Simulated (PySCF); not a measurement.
One of the candidates below gave these computed data.

All candidates are C7H10O.

| technique | computed result |
| --- | --- |
| Polarisability | 81.6 au [CAM-B3LYP/def2-SVPD] |
| UV, first state | lowest singlet excitation: 3.40 eV (365 nm, f = 0.000) [TDDFT CAM-B3LYP/def2-SVPD] |
| Rotational structure | rotational constants A, B, C: 3.148, 1.535, 1.161 GHz [GFN2-xTB] |
| Triplet | lowest triplet excitation (Tamm–Dancoff): 3.03 eV [TDA CAM-B3LYP/def2-SVPD] |
| Dipole | 2.35 D [CAM-B3LYP/def2-SVPD] |

Gas-phase values; electronic properties from PySCF, density fitting. Levels stand in brackets. Isolated species at its GFN2-xTB geometry (one conformer only).

Problem. Which candidate is it?
A. `C=C[C@@H]1[C@H]2CO[C@@H]1C2`
B. `C=C[C@@]12CCC[C@@H]1O2`
C. `CC(=C=O)C1CCC1`

Solution. C. It is `CC(=C=O)C1CCC1`. Numbering: `[CH3:1][C:2](=[C:3]=[O:4])[CH:5]1[CH2:6][CH2:7][CH2:8]1`. Its formula, C7H10O, gives 3 degrees of unsaturation: 1 ring and 2 π bonds in the structure found. The optimised geometry has point group C1 and is an asymmetric top.

The others, at the same levels:
- `C=C[C@@H]1[C@H]2CO[C@@H]1C2` fails: its computed lowest singlet excitation is 6.75 eV (184 nm, f = 0.333) (against 3.40 eV), lowest triplet excitation (Tamm–Dancoff) is 4.33 eV (against 3.03 eV) and rotational constant A is 4.735 GHz (against 3.148 GHz).
- `C=C[C@@]12CCC[C@@H]1O2` fails: its computed lowest singlet excitation is 6.68 eV (186 nm, f = 0.340) (against 3.40 eV), lowest triplet excitation (Tamm–Dancoff) is 4.29 eV (against 3.03 eV) and rotational constant A is 4.148 GHz (against 3.148 GHz).

Each candidate is one conformer, not necessarily the lowest. The conformers computed, where there is a choice (atom-mapped SMILES and torsion angles):
- `[CH3:1][C:2](=[C:3]=[O:4])[CH:5]1[CH2:6][CH2:7][CH2:8]1`: C1–C2–C5–C6 79°

The conformers of `C=C[C@@H]1[C@H]2CO[C@@H]1C2` and `C=C[C@@]12CCC[C@@H]1O2` aren't listed.
